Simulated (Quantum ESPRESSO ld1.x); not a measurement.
Problem. The mean radii <r> (bohr) of the occupied orbitals of an atom or ion are listed with their occupations. Calculated with ld1.x of Quantum ESPRESSO 7.5: scalar-relativistic Kohn-Sham, LDA (Slater exchange, Perdew-Zunger correlation), spin-polarised, spherical densities, point nucleus.

orbital  occ.     <r>
1s          2  0.1102

Name the element and its charge. Open shells, if any, are filled with parallel spins first.

Solution. Z = 14, silicon, charge +12: Si12+ in [He]. The 1s radius gives Z: for a bare nucleus <r> = (2 gamma + 1)/(2Z) with gamma = sqrt(1 - (Z/c)^2), 0.1068 bohr for Z = 14, and screening makes it slightly larger (0.1102 here). The occupations add up to 2, and the charge is Z minus that.
